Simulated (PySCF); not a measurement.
Molecule: `F[SiH](F)F`, F3HSi.

Atom-mapped SMILES (the numbers label the heavy atoms): `[F:1][SiH:2]([F:3])[F:4]`. Each H is labelled by its parent atom.

Geometry PBE0-D3(BJ)/def2-SVP throughout; GIAO in PySCF 2.14.0 with density-fitted response routines, gas phase, one conformer, non-relativistic; equivalent atoms averaged; basis pcSseg-2.

Problem. How do the absolute shieldings σ depend on the functional? (ppm; last column core-seconds on shared hosts with different chips, so compare them loosely; the GGAs took longer than the global hybrids here, which isn't the general rule, and the cause wasn't traced)

Solution. 
| functional | kind | F1/F3/F4 | Si2 | H(Si2) | core-s |
| --- | --- | --- | --- | --- | --- |
| HF | Hartree–Fock | 350.9 | 467.8 | 27.26 | 2.9 |
| LDA | LDA | 285.4 | 370.8 | 25.44 | 6.2 |
| PBE | GGA | 295.5 | 394.8 | 26.10 | 8.4 |
| BLYP | GGA | 297.6 | 392.2 | 26.38 | 11 |
| BP86 | GGA | 296.9 | 394.9 | 26.16 | 15 |
| OPBE | GGA | 307.2 | 419.5 | 26.27 | 16 |
| KT2 | GGA | 295.0 | 416.8 | 26.10 | 9.4 |
| KT3 | GGA | 306.0 | 429.1 | 26.51 | 11 |
| B97-D | GGA | 308.7 | 415.2 | 26.53 | 14 |
| B3LYP | global hybrid | 310.5 | 406.2 | 26.55 | 7.1 |
| PBE0 | global hybrid | 312.4 | 413.1 | 26.38 | 6.5 |
| mPW1PW91 | global hybrid | 313.5 | 413.1 | 26.47 | 6.4 |
| WP04 | global hybrid | 327.8 | 421.7 | 27.26 | 7 |
| B97-2 | global hybrid | 317.7 | 422.7 | 26.60 | 4.6 |
| BHandHLYP | global hybrid | 326.9 | 428.1 | 26.81 | 4.4 |
| CAM-B3LYP | range-separated hybrid | 313.0 | 405.9 | 26.49 | 5.9 |
| wB97X-D | range-separated hybrid | 316.9 | 414.1 | 26.56 | 5.8 |
| LC-wPBE | range-separated hybrid | 317.9 | 408.9 | 26.50 | 7.7 |

Problem. Which nucleus moves most, in ppm?

Solution. Si2 (silicon bonded to 3 F, H): from 370.8 ppm with LDA to 467.8 ppm with HF. The smallest spread is 1.82 ppm, at H(Si2).
